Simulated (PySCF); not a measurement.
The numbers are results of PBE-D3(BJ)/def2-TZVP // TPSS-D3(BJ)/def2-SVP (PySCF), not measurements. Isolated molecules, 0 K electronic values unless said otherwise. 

Reference species: [Zn(Cl)2] (neutral, multiplicity 1).

| Property | Result |
|---|---|
| charge on the central atom (Mulliken) | 0.54 e |
| HOMO–LUMO gap | 5.04 eV |
| coordination number | 2 |
| LUMO | -2.71 eV |

Changed species: [Zn(F)2] (2 of 2 Cl replaced by F; the reference has 0 of 2 Cl replaced by F).

Q: Give the shifts of the charge on the central atom (Mulliken), HOMO–LUMO gap, coordination number and LUMO.

A: the charge on the central atom (Mulliken) goes up by 0.29 e, to 0.83 e; the HOMO–LUMO gap goes up by 0.56 eV, to 5.60 eV; the coordination number is nearly the same; the LUMO falls by 0.27 eV, to -2.98 eV.
